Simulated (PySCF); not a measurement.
Compound: C3H7AlFN.
Structure used (PBE0-D3(BJ)/def2-SVP), in Å, numbered top down from 1:
```xyz
13
C3H7AlFN angstrom
F     -3.5173   -0.0100    0.7456
C     -2.2296   -0.4377    0.6335
C     -1.3582    0.7847    0.3459
C      0.0435    0.4521    0.1984
N      1.1523    0.1631    0.0817
Al     3.1100   -0.3670   -0.1357
H     -1.9188   -0.9239    1.5724
H     -2.1549   -1.1700   -0.1866
H     -1.6990    1.2761   -0.5797
H     -1.4595    1.5154    1.1647
H      3.5026   -0.5146    1.4120
H      3.6366    0.9289   -0.9181
H      2.8974   -1.7138   -0.9803
```

Computed with PBE0-D3(BJ)/def2-SVP geometry optimisation, gas phase (PySCF).

Question: Which atoms are bound to Al6, and at what distances?

Answer: 4 atoms: H12 1.603 Å, H11 1.604 Å, H13 1.604 Å, N5 2.040 Å. The nearest atom not counted as bound is C4, at 3.19 Å.

Question: List the angles at Al6.

Answer: 
```json
{"angle": "H12–Al6–H13", "degrees": "117.7", "distance of the outer atoms (Å)": "2.74"}
{"angle": "H11–Al6–H12", "degrees": "117.7", "distance of the outer atoms (Å)": "2.74"}
{"angle": "H11–Al6–H13", "degrees": "117.6", "distance of the outer atoms (Å)": "2.74"}
{"angle": "N5–Al6–H12", "degrees": "99.0", "distance of the outer atoms (Å)": "2.79"}
{"angle": "N5–Al6–H11", "degrees": "99.0", "distance of the outer atoms (Å)": "2.78"}
{"angle": "N5–Al6–H13", "degrees": "98.5", "distance of the outer atoms (Å)": "2.77"}
```

Question: What is the shape at Al6?

Answer: Distorted tetrahedral: angles from 98.5° to 117.7°; τ4 = (360° − α − β)/141° = 0.88 with α and β the two widest (0 for a square, 1 for a tetrahedron).

Question: What are the other bond lengths?

Answer: F1–C2 1.362 Å; C2–C3 1.528 Å; C3–C4 1.448 Å; C4≡N5 1.152 Å; C2–H7, C2–H8 1.102 Å; C3–H9, C3–H10 1.102 Å.

Question: Give some angles away from the centre.

Answer: F1–C2–C3 107.7°, C2–C3–C4 112.8°, C3–C4–N5 178.7°, C4–N5–Al6 179.4°.

Charge 0, singlet. No frequency check.

The run took 62 s wall on one thread, Arm Neoverse V1 (aarch64), shared host with 32 logical CPUs at a one-minute load of 24, and the process peaked at 0.52 GiB of memory. These figures are those of the optimisation.

One conformer stands for the species.
